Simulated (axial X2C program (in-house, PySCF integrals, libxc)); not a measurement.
## What spin–orbit coupling does to NbN

All values were computed with an in-house relativistic program for diatomic molecules. Spin-free means the one-electron spin-free X2C Hamiltonian; two-component (2c) means X2C with spin–orbit coupling and atomic mean-field two-electron Coulomb and Gaunt terms, so the difference of the two also holds small scalar two-electron terms. Basis: Nb dyall-cv3z [11s12p9d5f3g], N dyall-av3z [7s7p3d2f] (cores contracted in-house); Gaussian nuclei, density fitting, unrestricted open shells. Masses: Nb 92.906 u, N 14.003 u.

Spin-free state: M_S = 1, Λ = 2 (beyond evenly filled blocks: σα, δ+α); fragments Nb + N.

```json
{"level": "PBE0", "Re (Å)": "1.636", "ωe (cm⁻¹)": "1121.1", "De (eV)": "5.764", "μ (D)": "-3.65"}
{"level": "LDA", "Re (Å)": "1.646", "ωe (cm⁻¹)": "1101.3", "De (eV)": "7.829", "μ (D)": "-3.55"}
```

Dipoles are positive if N is the positive end.

Two-component determinant lowest at the distance of the search:

Ω = 1 (⟨Sz⟩ = -1.00, ⟨Lz⟩ = 2.00 at PBE0); fragments Nb + N.

| level | Re (Å) | ωe (cm⁻¹) | μ (D) |
| --- | --- | --- | --- |
| PBE0 | 1.636 | 1120.8 | -3.64 |
| LDA | 1.646 | 1100.9 | -3.55 |

(1) From the two tables, how do the constants change at the PBE0 level (2c against spin-free)?

Occupations by symmetry block were frozen at the best pattern of an incomplete PBE0 search. Dissociation energies refer to the lowest single-determinant-based atoms at the same level and basis. De is not given where an atomic determinant may have missed its ground term or J level, or where the truncated virtual space spoils (T). Density functionals use the spin component along the axis (collinear). Other states lie close and PBE0, whose exact exchange favours high spin, may order them wrongly; the determinant shown need not be the ground state. The nearest other spin-free determinant of the search, M_S = 1, Λ = 0, lies 0.44 eV up at the distance of the search. The functionals have no current-density term, which raises determinants with orbital currents, atoms included. With several unpaired electrons one determinant need not be a pure state. The determinant is spin-polarised beyond a pure state at some levels (its spin-free form has ⟨S²⟩ too high), which makes Re and μ there less reliable.

Results:

(1) At the PBE0 level Re is unchanged within 0.001 Å and ωe falls by 0.3 cm⁻¹.
